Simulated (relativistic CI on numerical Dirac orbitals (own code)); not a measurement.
Nb³⁺: resonant inelastic scattering at the L2,3 edge

Computed with this model: Dirac-Coulomb-Breit CI, separate exchange-only KLI orbitals for each configuration, model QED (radiative potential, 1s self-energy scaled to tabulated hydrogen-like ionisation energies), valence Slater integrals scaled by 0.8, Kramers-Heisenberg scattering through one core-hole configuration in a parametric crystal field; configurations [Kr] 4d2 → [He] 2s2 2p5 3s2 3p6 3d10 4s2 4p6 4d3; 80 K; core-hole width 1.6 eV; summed over polarisations. Incident energies are the highest absorption maxima for each field (at most a few, so the weaker spin-orbit partner edge can be absent), on the computed scale of the free ion. Intensities are in per cent of the strongest line above 0.02 eV; levels within 1 cm⁻¹ are merged; final levels count from the ground level, the first row holds all elastic scattering, lines under 0.4 are left out and each table stops after 24 rows. The scale of the Slater integrals is a model choice and moves the terms in proportion.

Field parameters in Wybourne normalisation: D4h B²₀ = −7Ds, B⁴₀ = 21(Dq − Dt), B⁴₄ = 21√(5/14) Dq; Td as Oh with Dq negative (B⁴₀ = 21Dq, B⁴₄ = √(5/14) B⁴₀). The field is a parameter set, without covalency.

S is read from ⟨S²⟩ = S(S + 1).

D4h, 10Dq = 15750, Ds = 500, Dt = 180 cm⁻¹:

```csv
Final level (eV),Degeneracy,Irrep,S,2374.5 eV,2468.5 eV
0.000,1,A1,1.00,2128.4,345.7
0.011,2,E,1.00,4.0,20.0
0.048,1,B1,1.00,25.3,1.3
0.054,1,B2,1.00,12.4,3.0
0.129,2,E,1.00,41.6,7.0
0.149,1,A2,1.00,7.4,3.5
0.182,1,A1,1.00,22.3,25.8
1.126,1,B2,0.05,4.6,10.3
1.160,1,B1,0.02,11.1,5.7
1.202,2,E,0.07,18.7,32.7
1.255,1,A1,0.01,20.8,14.8
1.630,1,B1,1.00,6.0,4.2
1.640,2,E,0.98,23.2,8.0
1.795,1,B1,1.00,22.6,9.4
1.799,1,B2,0.98,18.3,3.6
1.805,2,E,1.00,100.0,33.5
1.812,1,A2,1.00,9.1,5.8
1.815,1,A1,1.00,37.2,23.5
2.452,1,A1,0.16,27.0,40.6
2.650,1,A2,1.00,6.0,11.1
2.660,1,A1,0.94,8.8,7.6
2.665,2,E,0.99,64.9,20.8
2.681,1,B2,0.96,9.5,7.7
2.694,1,B1,1.00,10.4,0.9
```

Td, 10Dq = -12600 cm⁻¹:

| Final level (eV) | Degeneracy | Irrep | S | 2374.6 eV | 2468 eV |
| --- | --- | --- | --- | --- | --- |
| 0.000 | 3 | T2 | 1.00 | 2926.7 | 680.6 |
| 1.172 | 2 | E | 0.11 | 37.2 | 68.5 |
| 1.534 | 1 | A2 | 1.00 | 5.1 | 6.0 |
| 1.551 | 3 | T2 | 1.00 | 70.7 | 63.3 |
| 1.583 | 3 | T1 | 1.00 | 38.9 | 44.1 |
| 1.597 | 2 | E | 0.96 | 25.7 | 11.2 |
| 2.079 | 1 | A1 | 0.23 | 14.4 | 57.3 |
| 2.273 | 3 | T2 | 1.00 | 100.0 | 20.5 |
| 2.283 | 2 | E | 0.99 | 68.2 | 13.3 |
| 2.304 | 3 | T1 | 1.00 | 66.0 | 55.9 |
| 2.352 | 1 | A1 | 0.90 | 24.7 | 9.4 |
| 2.734 | 3 | T2 | 0.04 | 28.1 | 7.8 |
| 3.088 | 3 | T1 | 0.02 | 46.6 | 14.9 |
| 3.556 | 2 | E | 1.00 | 6.0 | 0.7 |
| 3.559 | 1 | A1 | 1.00 | 0.2 | 1.8 |
| 3.562 | 3 | T1 | 1.00 | 2.3 | 3.1 |
| 3.565 | 3 | T2 | 0.99 | 7.2 | 1.2 |
| 4.450 | 2 | E | 0.01 | 0.4 | 0.0 |

D4h, 10Dq = 16000, Ds = 620, Dt = -180 cm⁻¹:

```
Final level (eV)  Degeneracy  Irrep     S  2374.8 eV  2468.3 eV
           0.000           1     A1  1.00     1821.4      346.2
           0.009           2      E  1.00        1.9       19.2
           0.284           1     B1  1.00       11.2        3.8
           0.289           1     B2  1.00       10.8        4.9
           0.346           2      E  1.00       31.0        9.6
           0.387           1     A2  1.00        4.3        3.0
           0.396           1     A1  1.00        6.8       15.1
           1.108           1     B2  0.03        3.1        8.8
           1.130           1     B1  0.02        8.1        8.6
           1.440           2      E  0.03       15.8       34.2
           1.498           1     A1  0.01       15.6       29.3
           2.105           1     B1  1.00       29.2        8.8
           2.114           1     B2  0.99       21.5        3.8
           2.126           2      E  0.99      100.0       31.0
           2.139           1     A2  1.00       10.0        7.8
           2.141           1     A1  1.00       33.9       16.9
           2.330           2      E  1.00        7.1        1.8
           2.332           1     B1  1.00        2.4        0.4
           2.730           1     A1  0.07       15.0       15.0
           3.007           1     A2  1.00       14.5        7.2
           3.011           1     A1  0.98       19.7        9.6
           3.026           2      E  0.99       82.0       16.8
           3.051           1     B2  0.99       14.8        6.1
           3.058           1     B1  1.00       13.9        1.8
```

For the first field the strongest loss at the lowest incident energy is the level at 1.81 eV (S = 1.00, against 1.00 in the thermal ground state). Levels of other spin, the first over 8 % at 1.13 eV, appear because spin-orbit coupling of the core hole, and in heavier ions of the valence shell too, mixes spins.
